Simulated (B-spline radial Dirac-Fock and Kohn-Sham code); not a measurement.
What relativity does to the binding energies of Er¹⁰⁺

System: Er¹⁰⁺ in the configuration [Kr] 4d10 4f10 5s2.

Both columns are ΔSCF binding energies of the configuration average from a radial finite-basis atomic code: non-relativistic Hartree-Fock with a point nucleus, and Dirac-Fock with a finite nucleus and the Coulomb interaction alone, averaged over the two j levels with weights 2j+1.

```tsv
shell	Hartree-Fock (eV)	Dirac-Fock (eV)	shift (eV)	shift (%)
1s	54034.7	57933.6	+3898.89	+7.22
2s	8956.5	9974.5	+1018.07	+11.37
2p	8537.3	8869.2	+331.90	+3.89
3s	2167.5	2413.5	+246.05	+11.35
3p	1977.0	2067.5	+90.46	+4.58
3d	1626.7	1613.2	-13.48	-0.83
4s	578.9	639.0	+60.15	+10.39
4p	500.4	521.8	+21.44	+4.28
4d	360.2	358.0	-2.23	-0.62
4f	185.7	180.6	-5.10	-2.75
5s	194.7	207.5	+12.78	+6.56
```

Relativity binds 1s, 2s, 2p, 3s, 3p, 4s, 4p, 5s more strongly, among those listed most of all 2s in relative terms, and 3d, 4d, 4f more weakly, because the contracted s and p shells screen the nucleus better.

Values without a named source are computed, but for edge energies of neutral atoms, which are taken from tables.
